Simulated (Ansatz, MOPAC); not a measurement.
Energy landscape of O2Se, singlet: symmetric bend, bond length relaxed. Scanned: O-Se-O angle. Other coordinates (Se-O bond length) were minimised at B3LYP/def2-TZVP.

- CCSDT/cc-pVDZ = Ansatz (a first-principles code) with CCSDT on RHF/cc-pVDZ, cores with 3d frozen
- CCSD/aug-cc-pVQZ = CCSD on RHF/aug-cc-pVQZ, cores with 3d frozen (Ansatz)
- PM6, restricted, heats of formation (MOPAC)

Energies in kJ/mol, each method relative to its own lowest point.

```json
[
 {"a / °": "167", "CCSDT/cc-pVDZ": "196.7", "CCSD/aug-cc-pVQZ": "248.7", "PM6": "191.0"},
 {"a / °": "157", "CCSDT/cc-pVDZ": "146.7", "CCSD/aug-cc-pVQZ": "182.3", "PM6": "151.4"},
 {"a / °": "147", "CCSDT/cc-pVDZ": "93.2", "CCSD/aug-cc-pVQZ": "115.5", "PM6": "108.0"},
 {"a / °": "137", "CCSDT/cc-pVDZ": "(withheld)", "CCSD/aug-cc-pVQZ": "(withheld)", "PM6": "67.6"},
 {"a / °": "127", "CCSDT/cc-pVDZ": "(withheld)", "CCSD/aug-cc-pVQZ": "19.2", "PM6": "(withheld)"},
 {"a / °": "117", "CCSDT/cc-pVDZ": "0.0", "CCSD/aug-cc-pVQZ": "0.0", "PM6": "10.9"},
 {"a / °": "107", "CCSDT/cc-pVDZ": "(withheld)", "CCSD/aug-cc-pVQZ": "6.1", "PM6": "0.0"},
 {"a / °": "97", "CCSDT/cc-pVDZ": "43.0", "CCSD/aug-cc-pVQZ": "43.0", "PM6": "5.6"},
 {"a / °": "87", "CCSDT/cc-pVDZ": "110.0", "CCSD/aug-cc-pVQZ": "119.7", "PM6": "35.9"},
 {"a / °": "80", "CCSDT/cc-pVDZ": "181.2", "CCSD/aug-cc-pVQZ": "204.4", "PM6": "80.1"}
]
```

Question: Complete the blanks.

Answer: 
- 137, CCSDT/cc-pVDZ: 46.9
- 137, CCSD/aug-cc-pVQZ: 59.2
- 127, CCSDT/cc-pVDZ: 14.4
- 127, PM6: 34.3
- 107, CCSDT/cc-pVDZ: 8.1

The T1 diagnostic of CCSDT/cc-pVDZ reaches 0.06. The T1 diagnostic of CCSD/aug-cc-pVQZ reaches 0.05.
